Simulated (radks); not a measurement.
Values are calculated unless marked as measured or tabulated.
Question: The table gives one normalised radial function P(r) = r R(r) of Pm39+ in [Ar] 3d4 (r in bohr). Level of theory: scalar-relativistic Kohn-Sham, PBEsol, spin-polarised, spherical densities, finite nucleus; open shells are filled with parallel spins first (spin-orbit coupling, left out, can overturn this in heavy ions); Fermi nuclear charge, rms radius 4.962 fm (a radial shooting solver on a logarithmic mesh with Libxc functionals).

| r | P |
|---|---|
| 0.001319 | 0.0153 |
| 0.001487 | 0.0188 |
| 0.001676 | 0.0232 |
| 0.00189 | 0.0285 |
| 0.002131 | 0.0350 |
| 0.002403 | 0.0430 |
| 0.002709 | 0.0529 |
| 0.003055 | 0.0650 |
| 0.003417 | 0.0788 |
| 0.003852 | 0.0967 |
| 0.004343 | 0.1186 |
| 0.004897 | 0.1453 |
| 0.005521 | 0.1779 |
| 0.006225 | 0.2174 |
| 0.007019 | 0.2651 |
| 0.007914 | 0.3226 |
| 0.008852 | 0.3866 |
| 0.009981 | 0.4678 |
| 0.01125 | 0.5640 |
| 0.01269 | 0.6771 |
| 0.01431 | 0.8090 |
| 0.01613 | 0.9612 |
| 0.01819 | 1.1348 |
| 0.0205 | 1.3302 |
| 0.02293 | 1.5316 |
| 0.02586 | 1.7654 |
| 0.02916 | 2.0140 |
| 0.03287 | 2.2709 |
| 0.03706 | 2.5271 |
| 0.04179 | 2.7708 |
| 0.04712 | 2.9879 |
| 0.05312 | 3.1623 |
| 0.05942 | 3.2719 |
| 0.067 | 3.3175 |
| 0.07554 | 3.2767 |
| 0.08517 | 3.1428 |
| 0.09603 | 2.9168 |
| 0.1083 | 2.6091 |
| 0.1221 | 2.2396 |
| 0.1376 | 1.8358 |
| 0.154 | 1.4559 |
| 0.1736 | 1.0746 |
| 0.1957 | 0.7440 |
| 0.2207 | 0.4794 |
| 0.2488 | 0.2850 |
| 0.2805 | 0.1548 |
| 0.3163 | 0.0760 |
| 0.3566 | 0.0332 |
| 0.3989 | 0.0137 |
| 0.4497 | 0.0046 |
| 0.5071 | 0.0013 |
| 0.5717 | 0.0003 |
| 0.6446 | 0.0001 |
| 0.7268 | 0.0000 |
| 0.8195 | 0.0000 |
| 0.9239 | 0.0000 |
| 1.033 | 0.0000 |
| 1.165 | 0.0000 |
| 1.314 | 0.0000 |
| 1.481 | 0.0000 |

Which n and l does it have? It may be an empty orbital.

Answer: n = 2, l = 1: the number of nodes gives n - l - 1 = 0, the rise at small r (about r^(l+1), flatter next to the nucleus through relativity) gives l, and the extent must fit the shell. The curve is that of 2p down; the table hardly tells the two spins apart. 2p down: eigenvalue -8549.4 eV, 0 radial nodes, <r> = 0.0864 bohr, 90 % of the charge inside 0.140 bohr.
